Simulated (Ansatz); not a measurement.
Isolated molecules relaxed with PBE0-D4/def2-TZVP in Ansatz; ΔE leaves out vibrations. CCSD(T)/CBS adds triple-zeta CCSD(T) − MP2 to the extrapolated MP2 energy (def2 sets, frozen cores). This one scheme is used for every species. Functionals use def2-TZVPP. For Se outer-core shells are correlated without core-valence functions, which leaves a few kJ/mol of doubt a bond. Scalar relativity is left out up to krypton. One conformer a species, not always the lowest.

`N=C[SeH]` + `[SiH3][SeH]` → `[SeH][SiH2][SeH]` + `C=N`  (formal exchange of groups at the Se–C bond)

```
           species  PBE0 energy (Eh)
        `N=C[SeH]`       -2495.82954
     `[SiH3][SeH]`       -2693.06478
`[SeH][SiH2][SeH]`       -5094.37566
             `C=N`         -94.55153
```

Problem. Work out ΔE.

Solution. ΔE = (-5094.37566) + (-94.55153) − (-2495.82954) − (-2693.06478) = -0.03287 Eh = -86.3 kJ/mol. CCSD(T)/CBS gives -94.2 kJ/mol.

Largest T1 diagnostic among the species: 0.012.

The D4 term adds −3.7 kJ/mol with B3LYP and −2.2 kJ/mol with PBE0; it sums over pairs of atoms, weighted by their polarisabilities, and B3LYP, whose exchange is more repulsive, gets the larger term. In def2-TZVPP, CCSD(T) changes the Hartree–Fock value by +5.4 kJ/mol (the triples alone add +1.4 kJ/mol) and MP2 by +3.7 kJ/mol.

B3LYP here is the variant with VWN-RPA as its local correlation; programs differ in this.
